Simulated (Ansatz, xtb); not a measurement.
# Relative energy of two isomers of C6H8Ge

We compare I, `C#[C][GeH]1[CH2]C=C[CH2]1`, a singlet, with II, `C=[CH][GeH]1[CH]=CC=[CH]1`, a singlet. Both are isolated molecules in the gas phase, relaxed with PBE-D3(BJ)/def2-SVP; the shapes shown needn't be the lowest conformers.

I (Å):

```xyz
15

C    -2.9812    0.7065   -2.0021
C    -2.1163    0.6771   -1.1297
C     1.0534    0.3812   -0.5790
C     1.4526   -0.9951   -0.1035
C     0.6289   -1.7196    0.6884
C    -0.7107   -1.1705    1.1170
Ge   -0.7555    0.5951    0.2105
H    -3.7438    0.7345   -2.7695
H    -0.9260    1.8155    1.1498
H     1.7563    1.1671   -0.2288
H     1.0234    0.4532   -1.6868
H     2.4298   -1.4068   -0.4119
H     0.9303   -2.7257    1.0298
H    -0.7917   -1.0741    2.2209
H    -1.5548   -1.8147    0.7921
```

II (Å):

```
atom    x (Å)    y (Å)    z (Å)
   C  -2.7329  -2.5448  -0.5278
   C  -1.3972  -2.4402  -0.6561
   C   1.1612  -1.2584   1.0472
   C   2.2727  -0.8703   0.3683
   C   2.0944  -0.2752  -0.9799
   C   0.8293  -0.1514  -1.4610
  Ge  -0.3861  -0.8690  -0.0966
   H  -3.2819  -3.4461  -0.8529
   H  -3.3436  -1.7349  -0.0915
   H  -0.8257  -3.2759  -1.0986
   H  -1.3834   0.1665   0.4922
   H   1.1942  -1.7115   2.0482
   H   3.2936  -0.9784   0.7757
   H   2.9863   0.0467  -1.5460
   H   0.5991   0.2732  -2.4485
```

Problem. Estimate E(II) − E(I) at the level CCSD(T)/def2-SVP + ΔMP2/def2-TZVPP.

Solution. Calculated at CCSD(T)/def2-SVP + ΔMP2/def2-TZVPP: E(II) − E(I) = −19.1 kJ/mol, so structure II lies lower.

Level by level:

```csv
level,geometry,E(II) − E(I) (kJ/mol),departure from the last row (kJ/mol),"job, with rough time for the two"
GFN2-xTB,GFN2-xTB,+2.7,+21.8,"optimisation, 0.3 s"
HF/STO-3G,GFN2-xTB,+59.1,+78.2,"single point, 0.48 s"
r2SCAN-D4/def2-SVP,GFN2-xTB,−30.8,−11.7,"single point, 4.2 s"
PBE-D3(BJ)/def2-SVP,PBE-D3(BJ)/def2-SVP,−34.0,−14.9,"optimisation, 18 s"
HF/def2-SVP,PBE-D3(BJ)/def2-SVP,−22.6,−3.5,part of the CCSD(T) run
MP2/def2-SVP,PBE-D3(BJ)/def2-SVP,−8.9,+10.2,part of the CCSD(T) run
CCSD(T)/def2-SVP,PBE-D3(BJ)/def2-SVP,−24.1,−5.0,single point
CCSD(T)/def2-SVP + ΔMP2/def2-TZVPP,PBE-D3(BJ)/def2-SVP,−19.1,,"single point, 97 s"
```

As drawn, II has 2 C=C in place of 1 C≡C, 1 C–C.

GFN2-xTB, HF/STO-3G put the two in the other order. The largest departure from CCSD(T)/def2-SVP + ΔMP2/def2-TZVPP is that of HF/STO-3G, 78.2 kJ/mol. The last row adds to CCSD(T) the change of the MP2 difference between the two basis sets, here +5.0 kJ/mol.

With thermal terms from frequencies at re-optimised GFN2-xTB minima (ideal gas, soft modes damped towards free rotors, one conformer each, 298.15 K, 1 atm): on the last row, ΔE + ΔZPE = −18.4, ΔH = −19.1, ΔG = −18.0 kJ/mol.

The correlated steps freeze 15 core orbitals; the filled d shell of Ge is correlated, in a basis made for valence electrons. Codes used: Ansatz 0.2.0, xtb 6.7.1; the last row on 4 threads of Arm Neoverse V2 on a shared host.
